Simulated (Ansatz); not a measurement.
`C=CCN[SiH2]Cl`, relaxed with RKS PBE0-D4/def2-TZVP in the Gaussian-basis code of Ansatz from a GFN2-xTB geometry. The force threshold is 0.005 eV/Å; the program also tests the step.

Charge 0, multiplicity 1.

Start:

```xyz
14

C    -1.935   -0.481    0.099
C    -0.958   -1.360   -0.009
C     0.505   -1.071    0.191
N     0.821    0.277    0.585
Si    1.157    1.538   -0.522
Cl    1.430    3.166    0.634
H    -1.749    0.553    0.339
H    -2.964   -0.756   -0.051
H    -1.169   -2.393   -0.253
H     0.893   -1.768    0.947
H     1.031   -1.282   -0.745
H     0.428    0.506    1.487
H     0.107    1.866   -1.492
H     2.402    1.206   -1.210
```

Q: How much energy does the relaxation release, and in how many steps? (An estimate is asked.)

A: The calculation gave: 16.91 kJ/mol, in 36 steps, 2 of them rejected.

Q: Which bonds change most? (Estimate.)

A: The calculation gave: Si5–Cl6 from 2.016 to 2.073 Å; Si5–H14 from 1.461 to 1.479 Å; N4–Si5 from 1.711 to 1.697 Å; Si5–H13 from 1.466 to 1.479 Å.

Q: Give the relaxed structure. (An estimate is asked.)

A: The calculation gave: 
```xyz
14

C    -2.061   -1.031   -0.092
C    -0.859   -1.556    0.087
C     0.413   -0.785    0.250
N     0.231    0.645    0.341
Si    1.243    1.787   -0.401
Cl    3.122    1.965    0.457
H    -2.203    0.043   -0.152
H    -2.938   -1.658   -0.196
H    -0.745   -2.637    0.132
H     0.953   -1.181    1.123
H     1.064   -0.999   -0.607
H    -0.316    0.929    1.139
H     0.602    3.115   -0.283
H     1.494    1.365   -1.796
```
